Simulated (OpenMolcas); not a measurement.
# Nb3+: ligand-field states by method

Nb3+ with its 6 nearest chloride ions at 2.619 Å, on the Y site of Cs2NaYCl6 (a = 10.7396 Å, distance in the model lattice 2.619 Å). The rest of the host is ab initio model potentials to 7.6 Å and point charges beyond; the distance is set by hand and nothing relaxes. Ligand basis ANO-RCC-VDZP.
```
Nb    0.0000    0.0000    0.0000
Cl    2.6190    0.0000    0.0000
Cl    0.0000    2.6190    0.0000
Cl   -2.6190    0.0000    0.0000
Cl    0.0000   -2.6190    0.0000
Cl    0.0000    0.0000    2.6190
Cl    0.0000    0.0000   -2.6190
```

* Program: OpenMolcas
* Basis: ANO-RCC-VTZP [7s6p4d2f1g]
* Scalar Hamiltonian: DKH2, point nucleus
* Active space: 2 electrons in 5 orbitals (4d)
* State averaging: 2S+1 = 3 even, 10 roots; 2S+1 = 1 even, 15 roots
* Spin-orbit coupling: RASSI with atomic mean-field integrals over the reference wave functions

I. CASSCF
II. SS-CASPT2, IPEA 0.25 Eh, imaginary shift 0.1 Eh (closed shells correlated: 4s 4p and the ligand valence shells)
III. SS-CASPT2, IPEA 0.25 Eh, imaginary shift 0.1 Eh (closed shells correlated: the ligand valence shells only)

Spin-free states (labels of O, the rotations of Oh) in cm-1, each column counted from its own energy of the first state listed:

| State | Degeneracy | I | II | III |
| --- | --- | --- | --- | --- |
| 3T1 | 3 | 0 | 0 | 0 |
| 1T2 | 3 | 9414 | 6400 | 6900 |
| 1E | 2 | 9543 | 6800 | 7310 |
| 3T2 | 3 | 14520 | 16080 | 15710 |
| 1A1 | 1 | 20380 | 15340 | 15880 |
| 3T1 | 3 | 22806 | 22130 | 22110 |
| 1T2 | 3 | 24680 | 23270 | 23450 |
| 1T1 | 3 | 26916 | 25200 | 25810 |
| 3A2 | 1 | 30241 | 33330 | 32530 |
| 1E | 2 | 40390 | 40270 | 40100 |
| 1A1 | 1 | 52749 | 49060 | 48060 |

From I to II, I's first state of the same spin (3T2) moves from 14520 to 16080 cm-1, by about +1600 cm-1.

From I to II, I's first state of another spin (1T2) moves from 9414 to 6400 cm-1, by about -3000 cm-1.

I: A least-squares ligand-field fit to the states below 45000 cm-1, each weighted by its degeneracy and with a free common offset, gives 10Dq = 15579 cm-1, B = 635 cm-1 and C = 2519 cm-1 (C/B = 3.97), with an rms deviation of 148 cm-1. The same method and metal basis give the free ion B = 757 cm-1 (fit to its terms below 60000 cm-1, rms deviation 27 cm-1), so the nephelauxetic ratio is β = 635 / 757 = 0.84; it hangs on how both fits weigh the states, and computed free-ion B values tend to be too large, so β mixes covalency with correlation.

II: A least-squares ligand-field fit to the states below 45000 cm-1, each weighted by its degeneracy and with a free common offset, gives 10Dq = 17020 cm-1, B = 478 cm-1 and C = 1724 cm-1 (C/B = 3.61), with an rms deviation of 154 cm-1. The same method and metal basis give the free ion B = 697 cm-1 (fit to its terms below 60000 cm-1, rms deviation 532 cm-1), so the nephelauxetic ratio is β = 478 / 697 = 0.69; it hangs on how both fits weigh the states, and computed free-ion B values tend to be too large, so β mixes covalency with correlation.

III: A least-squares ligand-field fit to the states below 45000 cm-1, each weighted by its degeneracy and with a free common offset, gives 10Dq = 16722 cm-1, B = 509 cm-1 and C = 1864 cm-1 (C/B = 3.66), with an rms deviation of 164 cm-1. 

From I to II, 10Dq changes by +9 %, B by -25 % and C by -32 %.

χT at 300 K: I 0.45, II 0.45, III 0.45 cm3 K/mol.

Roots that are degenerate in the reference are averaged as groups; the widest CASPT2 spread within a group is 200 cm-1 (the 3-fold group of multiplicity 3 near 0 cm-1 above the lowest state of its run, II). Shifts and gaps below about the spread of the groups concerned are not significant. Over all roots computed the reference weight is 0.67 to 0.68 in II, 0.69 to 0.70 in III; a low but even weight reflects the number of correlated electrons. An orbital triplet at a regular site is open to Jahn-Teller coupling, which can distort the site and quench the lowest spin-orbit gaps and is left out. The least metal-like active orbital is 82 % on the metal (Löwdin) and no ligand orbital is active, so the numbers are rough. Ligand-to-metal charge-transfer states are missing. With no ligand orbital active B as a rule stays too high, so bands that hang on it stand too high and its fall with covalency is understated. Without dynamic correlation the repulsion within the d shell is too large (B by tens of per cent), so at a given field states of lower spin stand too high (holds for I). With metal d orbitals alone the field can be off either way by tens of per cent (holds for I). With one d shell and no ligand orbital active, 10Dq can be off by a tenth or more (holds for II; III). The distance lies 4 % over the 2.529 Å that this model takes as the normal distance (a Shannon-type radius plus a fixed donor radius, weighted with the host); by an R⁻⁵ law this alone changes a d-shell field by about -16 %. No measured value stands beside these numbers; the geometry was set by hand and not optimised.
